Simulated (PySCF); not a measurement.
selenium hexafluoride (F₆Se), SMILES F[Se](F)(F)(F)(F)F.

Coordinates come from a PBE-D3(BJ)/def2-SVP optimisation.

The numbers are results of PBE-D3(BJ)/def2-SVP (PySCF), not measurements.

Frequencies are harmonic and unscaled.

Modes within 1.5 cm⁻¹ of each other (mostly degenerate sets) share a row, with their intensities summed.

```csv
mode,ν (cm⁻¹),IR (km/mol),moving atoms (share of kinetic energy)
1–3,243,0.0,F 100 %
4–6,360,0.0,F 100 %
7–9,403,129.7,"F 75 %, Se 25 %"
10–11,629,0.0,F 100 %
12,657,0.0,F 100 %
13–15,744,441.4,"F 66 %, Se 34 %"
```
